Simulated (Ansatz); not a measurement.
Ansatz (an electronic-structure program) input (B3LYP-D3(BJ)/def2-TZVP):

Ansatz 0.2 input:
```yaml
crystal:
  periodic: [false, false, false]
  atoms:
    - {symbol: Sn, position_ang: [-0.00039811, 0.01431149, 1.14262721]}
    - {symbol: I, position_ang: [1.06122294, -1.84002531, -0.56436007]}
    - {symbol: I, position_ang: [-1.09651096, 1.86341076, -0.54850090]}
basis:
  gaussian:
    orbitals: def2-TZVP
hamiltonian:
  xc: b3lyp
  dispersion: d3bj
relax: {f_tol: 0.002, max_steps: 150}
```

End of the output:

```
mean field -22044.00663451 eV, -810.1023018541 hartree, gradient 1.4e-5 eV, S^2 0.000000; 0 other end points of the search recorded, 0 dependent functions left out
the calculation of the forces begins
reference -22044.00684832 eV, -810.1023097112 hartree; 36, 36 occupied and 114, 114 virtual orbitals, 1254 factors
relax step   4: F+E_penalty+E_count = -22044.29349629 eV  Δ(F+E_penalty+E_count) = -2.212e-6 eV  max|allowed force component| = 1.461e-4 eV/Å  Δτ_max = 0.0008 Å  (37 SCF iters, accepted)
integrals: 0.08 GiB planned
1254 factors; their error is unknown
mean field: 0.72 GiB planned
mean field -22044.00663451 eV, -810.1023018541 hartree, gradient 1.4e-5 eV, S^2 0.000000; 1 other end points of the search recorded, 0 dependent functions left out
the calculation of the forces begins
reference -22044.00684832 eV, -810.1023097112 hartree; 36, 36 occupied and 114, 114 virtual orbitals, 1254 factors
Total energy: -22044.29371009 eV, -810.1128516870 hartree
Atom 0 at    -0.000024     0.014438     1.183204 Å, force    -0.000001     0.000005     0.000146 eV/Å
Atom 1 at     1.050944    -1.822768    -0.584605 Å, force     0.000054    -0.000094    -0.000076 eV/Å
Atom 2 at    -1.086606     1.846027    -0.568833 Å, force    -0.000053     0.000089    -0.000071 eV/Å
Dipole moment:     0.005732     0.000903     0.566417 e Å
```
